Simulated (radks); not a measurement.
The numbers below are computed, except where a source is named.
Problem. Species: the lead ion Pb52+. Configuration: [Ar] 3d10 4s2. Code: a radial shooting solver on a logarithmic mesh with Libxc functionals. Model: scalar-relativistic Kohn-Sham, PBEsol, spin-polarised, spherical densities, point nucleus. Some entries of the table are withheld. Estimate them.

| orbital | occ. | eigenvalue (hartree) | r(max) (bohr) |
|---|---|---|---|
| 1s | 2 | -3344.699 | 0.009840 |
| 2s | 2 | (1) | 0.05709 |
| 2p | 6 | -601.8754 | (2) |
| 3s | 2 | -238.6079 | 0.1596 |
| 3p | 6 | -214.8591 | (3) |
| 3d | 10 | (4) | (5) |
| 4s | 2 | -117.4808 | (6) |

Solution. 
(1) 2s eigenvalue (hartree): -684.0367
(2) 2p r(max) (bohr): 0.04754
(3) 3p r(max) (bohr): 0.1593
(4) 3d eigenvalue (hartree): -191.7061
(5) 3d r(max) (bohr): 0.1290
(6) 4s r(max) (bohr): 0.3353
